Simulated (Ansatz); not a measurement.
`[AsH2][InH2]` + CH₃OH → `C[O][InH2]` + arsine at 600 K and 1 bar (cleavage of the In–As bond).

Isolated molecules relaxed with PBE0-D4/def2-TZVP in Ansatz; ΔE leaves out vibrations. CCSD(T)/CBS is the MP2 limit (def2-TZVPP, def2-QZVPP) plus CCSD(T) − MP2 in def2-TZVPP, frozen cores. This one scheme is used for every species. Elements past krypton have def2 core potentials. For As, In outer-core shells are correlated without core-valence functions, which leaves a few kJ/mol of doubt a bond. Scalar relativity is left out up to krypton.

```csv
species,CCSD(T)/CBS energy (Eh),H − E (kJ/mol),S (J/(mol·K))
`[AsH2][InH2]`,-2427.20683,114.0,377.1
CH₃OH,-115.61712,163.6,277.3
`C[O][InH2]`,-306.01914,186.3,386.5
`[AsH3]`,-2236.79077,81.6,254.3
```

H − E and S are ideal-gas, rigid-rotor, harmonic terms from PBE0-D4/def2-TZVP. 1 Eh = 2625.50 kJ/mol, R = 8.31446 J/(mol·K).

Problem. By hand: ΔE, ΔH, ΔS and ΔG.

Solution. ΔE = (-306.01914) + (-2236.79077) − (-2427.20683) − (-115.61712) = 0.01404 Eh = 36.9 kJ/mol. Δ(H − E) = 186.3 + 81.6 − 114.0 − 163.6 = -9.7, so ΔH = 27.2 kJ/mol. ΔS = 386.5 + 254.3 − 377.1 − 277.3 = -13.6 J/(mol·K). ΔG = 27.2 − 600 × (-13.6)/1000 = 35.4 kJ/mol.

Problem. By hand: the equilibrium constant, and the temperature at which ΔG would vanish if ΔH and ΔS stayed fixed.

Solution. log₁₀ K = −ΔG/(RT ln 10) = -3.1. ΔH and −TΔS have one sign here, so there is no such temperature.

The number of gas molecules stays the same, so ΔS is small and ΔH decides. A doubt of 5 kJ/mol in ΔE shifts log₁₀ K by 0.4 here. These are equilibria of isolated gas molecules and say nothing of rates. Largest T1 diagnostic: 0.017 (customary marks: 0.02 for closed shells, 0.045 for open ones).
